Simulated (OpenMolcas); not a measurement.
# Co II: effect of the IPEA shift

* Program: OpenMolcas 26.06
* Basis: ANO-RCC-VTZP [6s5p3d2f1g]
* Scalar Hamiltonian: DKH2, point nucleus
* Active space: 8 electrons in 6 orbitals (3d 4s)
* State averaging: 2S+1 = 3 even, 55 roots; 2S+1 = 5 even, 10 roots kept (CI in the orbitals of an earlier block); 2S+1 = 1 even, 33 roots kept (CI in the orbitals of an earlier block)
* Spin-orbit coupling: RASSI with atomic mean-field integrals over the reference wave functions, term energies averaged over their components

Methods on the same reference wave functions:
A. CASSCF
B. MS-CASPT2, IPEA 0 Eh, imaginary shift 0.1 Eh (closed shells correlated: 3s 3p)
C. MS-CASPT2, IPEA 0.25 Eh, imaginary shift 0.1 Eh (closed shells correlated: 3s 3p)

Energies in cm⁻¹ above 3d⁸ ³F₄, the measured ground level; measured values from NIST Handbook of Basic Atomic Spectroscopic Data.

```
        Level       A      B      C  Measured
   3d⁷ 4s ⁵F₅  -22784    883   1089      3350
   3d⁷ 4s ⁵F₄  -22121   1543   1749      4029
   3d⁷ 4s ⁵F₃  -21598   2070   2270      4561
   3d⁷ 4s ⁵F₂  -21212   2450   2660      4950
   3d⁷ 4s ⁵F₁  -20958   2700   2910      5205
3d⁷ 4s ³F₄(1)  -14070   6610   7260          
3d⁷ 4s ³F₃(1)  -13177   7500   8160          
3d⁷ 4s ³F₂(1)  -12549   8090   8750          
   3d⁷ 4s ⁵P₃   -4310  15410  16100          
   3d⁷ 4s ⁵P₂   -4028  15690  16360          
   3d⁷ 4s ⁵P₁   -3711  16010  16690          
   3d⁷ 4s ³G₅   -2268  18100  19090          
   3d⁷ 4s ³G₄   -1886  18460  19460          
   3d⁷ 4s ³G₃   -1496  18860  19860          
      3d⁸ ³F₄     0.0    0.0    0.0       0.0
      3d⁸ ³F₃    1046   1047   1047       950
      3d⁸ ³F₂    1782   1743   1749      1597
   3d⁷ 4s ¹G₄    2249  21390  22480          
   3d⁷ 4s ³H₆    3820  24500  25240          
   3d⁷ 4s ³H₅    4169  24830  25580          
   3d⁷ 4s ³H₄    4611  25220  25970          
   3d⁷ 4s ³D₃    5843  24350  25420          
   3d⁷ 4s ³D₂    6509  24970  26040          
   3d⁷ 4s ¹H₅    8432  27950  28760
```

A puts 3d⁷ 4s ⁵F₅ lowest.

Deviations, from unrounded energies. A percentage is the sum of absolute deviations over the sum of measured energies, with the sign that they share, or ± where signs differ.

```csv
Against measurement,Levels,A,B,C
mean absolute deviation (cm-1),7,19000,1800,1700
fine structure of the ground term (%),2,+11.0,+9.5,+9.8
other configurations (%),5,-591.8,-56.3,-51.7
```

C lies closest to measurement on these levels and A furthest from it. The largest miss of C in the table is 3d⁷ 4s ⁵F₁, by -2300 cm-1. The ranking rests on the paired levels alone, and a cruder setting can come out closer through cancelling errors.

Between B and C the level of the table that moves most is 3d⁷ 4s ¹G₄, by 1100 cm-1 (lowest in B, highest in C). Moves below CASPT2's spread within the term are not significant.

The mean deviations of B to C differ by less than CASPT2's widest spread within a term (2200 cm-1), so their order carries little weight.

The lowest spin-free term lies below A's lowest term by 0.552 hartree in B, 0.542 hartree in C.

Term energies are means over components that CASPT2 splits; among the terms shown or strongly mixed into the levels shown the widest spread is 2200 cm-1 (3d⁷ 4s ³F(1), B). Terms from blocks run as CI alone lack orbitals of their own. A single d shell beside an s shell can misplace configurations of different d count against each other. The CASPT2 spread within a term exceeds the gap to the next term for 3d⁸ ³F and 3d⁷ 4s ⁵F, 3d⁷ 4s ³D and 3d⁷ 4s ³H, so the order of their levels is uncertain, and so are names and mixing where such terms share a J (figures for B; the like holds for C). Without dynamic correlation excited terms often stand tens of per cent too high (terms of higher spin than the ground term too low), and those without a measured partner can miss by more than the paired ones (holds for A). The lowest computed level is not the ground level that NIST lists (3F4) (holds for A). Measured partners are found by configuration, term and J. A level has none where our copy of the source lacks it or the pairing is in doubt (some pairs that miss far off the trend of their configuration count as doubtful), and it then counts in no deviation. Levels of configurations outside the active space are missing. The table leaves out levels that lie high or whose names do not pair safely across all columns.

A number in round brackets counts repeated terms of one configuration in the order of the reference energies.
